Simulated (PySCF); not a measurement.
Species: C5H10O3.
SMILES with atom numbers: `[CH3:1][CH2:2][CH:3]1[O:4][CH2:5][O:6][CH2:7][O:8]1` (hydrogens: H9, H10, H11 on C1; H12, H13 on C2; H14 on C3; H15, H16 on C5; H17, H18 on C7)

Level: PBE0/pcSseg-1 and PBE0/def2-SVPD in PySCF, non-relativistic, on one gas-phase PBE0-D3(BJ)/def2-SVP geometry that isn't relaxed in the solvent. The solvent is an IEF-PCM continuum (van der Waals radii × 1.2). Only the electrostatic response of the medium enters.

Gas phase at PBE0/pcSseg-1: HOMO -8.03 eV, LUMO 1.60 eV, dipole 1.79 D.

What does the continuum do to the energy, the frontier levels and the dipole at PBE0/pcSseg-1 in cyclohexane and water?

```csv
solvent,ε,E(solvent) − E(gas) (kJ/mol),polarisation term (kJ/mol),distortion of the solute (kJ/mol),HOMO (eV),LUMO (eV),dipole (D)
cyclohexane,2.017,-8.91,-9.33,0.42,-8.01,1.71,2.02
water,78.36,-24.10,-27.94,3.84,-8.01,1.88,2.57
```

The polarisation term is half the interaction of the solute with the surface charges that it induces; the rest is the cost of distorting the solute's density. The sum is the electrostatic part of solvation alone. From cyclohexane to water the lowering changes by a factor 2.71, Onsager's factor (ε − 1)/(2ε + 1) by 2.43 and ε itself by 38.9.

Which radius a makes the point-dipole formula ΔE = −[(ε − 1)/(2ε + 1)]·μ²/a³ give the value in water, with the gas-phase dipole?

μ = 0.704 au and |ΔE| = 0.00918 Eh give a = 1.58 Å; the farthest nucleus lies 3.54 Å from the centroid of the nuclei, so such a sphere wouldn't even hold the nuclei. The formula assumes a rigid point dipole at the centre of a sphere.

Which IAO charges (PBE0/pcSseg-1) respond most in cyclohexane (means over atoms taken as equivalent)?

| atoms | environment | gas (e) | solvent (e) | change |
| --- | --- | --- | --- | --- |
| O6 | cyclic ether oxygen | -0.398 | -0.404 | -0.006 |
| H16/H17 | methylene hydrogen | +0.097 | +0.103 | +0.006 |
| O4/O8 | cyclic ether oxygen | -0.403 | -0.408 | -0.005 |
| H14 | methine hydrogen | +0.089 | +0.095 | +0.006 |
| H15/H18 | methylene hydrogen | +0.170 | +0.174 | +0.004 |
| C5/C7 | sp3 carbon bearing two oxygens | +0.129 | +0.127 | -0.002 |

Gas phase at PBE0/def2-SVPD: HOMO -8.11 eV, LUMO 0.78 eV, dipole 1.82 D.

What does the continuum do to the energy, the frontier levels and the dipole at PBE0/def2-SVPD in cyclohexane and water?

```
    solvent      ε  E(solvent) − E(gas) (kJ/mol)  polarisation term (kJ/mol)  distortion of the solute (kJ/mol)  HOMO (eV)  LUMO (eV)  dipole (D)
cyclohexane  2.017                         -8.74                       -9.24                               0.50      -8.09       0.88        2.09
      water  78.36                        -24.24                      -29.17                               4.93      -8.09       0.98        2.76
```

How does the static polarisability (PBE0/def2-SVPD, frozen core, with the continuum's full static response) change?

```tsv
medium	isotropic (au)	principal values (au)	⟨r²⟩ of the electrons (bohr²)
gas	71.8	63.5, 70.3, 81.6	1021.7
cyclohexane	79.5	71.2, 78.5, 88.9	1021.3
water	94.8	90.2, 94.3, 99.8	1020.7
```

The isotropic value in water is 1.32 times the gas-phase one; no cavity-field correction is applied. ⟨r²⟩ is taken about the centre of nuclear charge.
